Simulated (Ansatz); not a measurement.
The cluster Mn2O4⁺. The state is a doublet with charge 1. Geometry PBE-D4/def2-SVP; atoms count from 1.

```xyz
6

Mn   -0.335    0.926    0.815
Mn    0.250   -0.408   -1.127
O    -0.433    0.520    2.302
O     0.635   -1.872   -1.323
O    -1.264    0.121   -0.493
O     1.148    0.713   -0.174
```

The charge 1 doublet is spin-contaminated (final ⟨S²⟩ up to 3.00, 0.75 for a pure state). No other spin state of charge 1 was run. The geometry of the doublet was relaxed on an unsound state (⟨S²⟩ 1.98, where a pure state has 0.75). Another isomer (doublet) lies 1.93 eV lower at PBE0-D4/def2-TZVP; other spin states weren't run for this one.

Question: Estimate the Mulliken populations from the PBE0/def2-TZVP orbitals of Ansatz.

Answer: 
```
atom  charge (e)  spin (α − β)  d electrons
 Mn1        1.31          3.12         5.15
 Mn2        1.39         -2.36         5.11
  O3       -0.38         -0.22            –
  O4       -0.27          0.59            –
  O5       -0.53         -0.06            –
  O6       -0.53         -0.06            –
```
Mulliken values and Mayer orders depend strongly on the basis.

Question: Where does the spin sit?

Answer: Summed by element: Mn 0.76, O 0.24, of 1 unpaired in all. Largest on single atoms: Mn1 3.12, Mn2 -2.36, O4 0.59.

Question: And the Mayer bond orders between bonded heavy atoms (over 0.3)?

Answer: Mn1–O3 1.95 (1.54 Å); Mn1–O5 0.74 (1.80 Å); Mn1–O6 0.74 (1.80 Å); Mn2–O4 1.87 (1.53 Å); Mn2–O5 1.14 (1.72 Å); Mn2–O6 1.14 (1.72 Å).
